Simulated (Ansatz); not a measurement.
`BC(O)CF`, charge 0, multiplicity 1.

(1) Give a relaxed structure at PBE0-D4/def2-TZVP (Ansatz 0.2.0). (Estimate.)

Results:

(1) Computed: 
```xyz
11

B     1.2212   -0.2726   -0.6159
C    -0.1963    0.2771   -0.3107
O    -0.2023   -1.1989   -0.5508
C    -0.6985    0.5216    1.0833
F    -0.4531    1.8421    1.3978
H     1.6228   -0.2350   -1.7428
H     1.9296   -0.5937    0.2899
H    -0.7769    0.7942   -1.0723
H    -0.5036   -1.3689   -1.4493
H    -1.7766    0.3499    1.1759
H    -0.1663   -0.1157    1.7948
```
This is one stationary point; other conformers may exist.
